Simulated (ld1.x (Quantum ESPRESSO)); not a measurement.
**Building the PAW potential for Mg (PBE, non-relativistic).**

| Item | Value |
| --- | --- |
| Element | Mg |
| Generator | ld1.x (Quantum ESPRESSO) 7.5 |
| Type | PAW |
| Functional | PBE |
| Relativity | non-relativistic |
| Frozen core | [He] |
| Valence charge | 10 |
| Reference configuration | 2s2 2p6 3s2 3p0 |
| Partial waves | 2s (bound): rcut 0.95, rcutus 1.30 bohr; 3s (bound): rcut 0.95, rcutus 1.30 bohr; 2p (bound): rcut 1.05, rcutus 1.10 bohr; 3p (bound, empty): rcut 1.05, rcutus 1.10 bohr; 3d channel at 0.25 Ry: rcut 1.20, rcutus 1.40 bohr |
| Local potential | all-electron potential smoothed inside 0.95 bohr (lloc = -1) |
| Core correction | Bessel-smoothed model core, default radius (core density twice the valence density) |
| Augmentation charge | PSQ, inside the norm-conserving radii |

All-electron outer shells of the reference configuration (PBE, non-relativistic, ld1.x):

```csv
shell,level (eV),outermost node (bohr),outermost maximum (bohr)
1s,-1257.19,–,0.09
2s,-79.55,0.18,0.55
2p,-46.66,–,0.48
3s,-4.70,0.90,2.56
3p,-1.34,0.96,3.46
```

Problem. Is the overlap operator S = 1 + Σ q|β⟩⟨β| positive definite (Bessel basis up to 400 Ry)?

Solution. No: its lowest eigenvalue is -0.217, in the s channel, so the generalised eigenproblem breaks down once the basis is large enough.

Problem. Tests: 2s2 2p6 3s1 3p0; 2s2 2p6 3s0 3p0; 2s2 2p6 3s1.5 3p0; 2s1 2p6 3s2 3p0; 2s2 2p5 3s2 3p0; 2s2 2p6 3s1 3p1; 2s2 2p6 3s0 3p1. Which has the largest error in its energy relative to the reference configuration, and how large is it?

Solution. 2s2 2p5 3s2 3p0, with +26 meV (all-electron minus pseudo) on +58.59 eV.

The ghost test of this file was not conclusive. Its overlap operator is not positive definite in a basis up to 400 Ry (lowest eigenvalue s -0.22), so the file is unfit for use: the generalised eigenproblem breaks down once the basis is large enough, and its test numbers describe a broken file.
